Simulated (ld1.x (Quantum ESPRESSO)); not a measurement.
# An all-electron radial function and its pseudo partner (aluminium)

Columns: radius, all-electron u(r) and pseudo u(r) of the 3s shell (level -7.73 eV) of aluminium in the configuration [Ne] 3s2 3p1; PBE, non-relativistic, TM scheme, ld1.x (Quantum ESPRESSO) 7.5.

```
r (bohr)  all-electron  pseudo
   0.138        0.0503  0.0276
   0.275       -0.2044  0.0566
   0.413       -0.2953  0.0892
   0.550       -0.2449  0.1269
   0.688       -0.1216  0.1718
   0.825        0.0252  0.2249
   0.963        0.1708  0.2871
   1.100        0.3002  0.3563
   1.238        0.4097  0.4298
   1.375        0.4969  0.5007
   1.513        0.5645  0.5638
   1.650        0.6138  0.6131
   1.788        0.6475  0.6473
   1.925        0.6668  0.6668
   2.062        0.6743  0.6743
   2.200        0.6716  0.6716
   2.338        0.6608  0.6608
   2.475        0.6437  0.6437
   2.613        0.6216  0.6216
   2.750        0.5960  0.5960
   2.888        0.5678  0.5678
   3.025        0.5382  0.5382
   3.162        0.5077  0.5077
   3.300        0.4769  0.4769
   3.438        0.4462  0.4462
   3.575        0.4165  0.4165
```

Task: How many radial nodes do the two functions have?

Result: The all-electron 3s function has n − l − 1 = 2; the pseudo-wave has 0, since the states of the same l below it are removed with the core.

Task: At about which radius was the pseudo-wave matched?

Result: 2.05 bohr. The columns agree to 0.0005 from 1.79 bohr on; several derivatives are matched, so the curves merge somewhat inside the radius.

Task: Where does each function peak?

Result: Outermost all-electron maximum near 2.06 bohr, pseudo maximum near 2.06 bohr (to the table’s step).

Task: Is the pseudo-wave norm-conserving?

Result: Yes: the TM scheme keeps the norm inside the radius equal to the all-electron one, which fixes the energy derivative of the logarithmic derivative at the level.
